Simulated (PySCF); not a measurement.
Interval between two levels of Zn⁺ by level of theory

Zn⁺ [Ar] 3d10 4s1 [2S1/2, M_J = 1/2] → Zn⁺ [Ar] 3d10 4p1 [2P3/2, M_J = 3/2], as a difference of total energies. Calculation: PySCF 2.14, in x2c-TZVPall-2c with one added diffuse shell each of s, p, d type (7s8p5d1f, 63 functions); the two-component X2C-1e Hamiltonian. Correlated levels: [Ne] frozen; the 6 highest virtual spinors dropped. "Screened" scales the spin-orbit matrix elements by Boettger's factors to mimic the two-electron term; Breit and QED terms are absent.

```
                    method  interval between two levels (cm⁻¹)  error (cm⁻¹)
           GHF (spin-free)                               45681         -3674
          GMP2 (spin-free)                               48833          -522
 GHF (screened spin-orbit)                               45935         -3420
GMP2 (screened spin-orbit)                               49126          -229
```

Reference: 49355 cm⁻¹ (measured; NIST Handbook of Basic Atomic Spectroscopic Data (Sansonetti and Martin, J. Phys. Chem. Ref. Data 34, 1559 (2005))).

Errors of the correlated levels include the incompleteness of this basis and the frozen core.
